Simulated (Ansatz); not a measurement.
[Si5]2- (Si₅²⁻). Total charge -2; triplet. Geometry r2SCAN-D4/def2-SVPD, that of the charge -2 singlet; atoms count from 1.

```xyz
5

Si   -0.0750    1.8749   -0.0602
Si    1.3430    0.0734    0.6109
Si   -0.1415   -0.0528   -1.4695
Si   -1.2018   -0.0206    0.8588
Si    0.0753   -1.8749    0.0600
```

A multiply charged anion in the gas phase is held together partly by the finite basis. Removing one electron lowers the energy by 1.26 eV at PBE0-D4/def2-TZVPD, so it isn't bound. The highest occupied level of the charge -2 triplet lies above zero (up to 4.68 eV). By energy differences it is unbound by 3.54 eV (vertical, to the charge -1 doublet, at PBE0-D4/def2-TZVPD) and held by the finite basis. At PBE0-D4/def2-TZVPD a singlet of charge -2 lies 2.28 eV below the triplet at the same geometry.

Problem. Estimate the Mulliken populations from the PBE0/def2-TZVPD orbitals of Ansatz.

Solution. 
| atom | charge (e) | spin (α − β) |
| --- | --- | --- |
| Si1 | -0.44 | 0.13 |
| Si2 | -0.26 | 0.25 |
| Si3 | -0.43 | 0.75 |
| Si4 | -0.43 | 0.75 |
| Si5 | -0.44 | 0.13 |
Mulliken values and Mayer orders depend strongly on the basis. With diffuse functions, as here, like atoms can get unlike values, and bond orders can come out too low or too high.

Problem. Where does the spin sit?

Solution. Summed by element: Si 2.00, of 2 unpaired in all. Largest on single atoms: Si3 0.75, Si4 0.75, Si2 0.25.

Problem. And the Mayer bond orders between bonded heavy atoms (over 0.3)?

Solution. Si1–Si2 0.73 (2.39 Å); Si1–Si3 0.74 (2.39 Å); Si1–Si4 0.73 (2.39 Å); Si2–Si3 0.84 (2.56 Å); Si2–Si4 0.84 (2.56 Å); Si2–Si5 0.73 (2.39 Å); Si3–Si4 0.73 (2.56 Å); Si3–Si5 0.74 (2.39 Å); Si4–Si5 0.73 (2.39 Å). Values over 0.3 also appear between atoms too far apart for a bond (Si1–Si5 0.31 at 3.75 Å); they arise where an orbital or an unpaired electron spreads over both atoms.
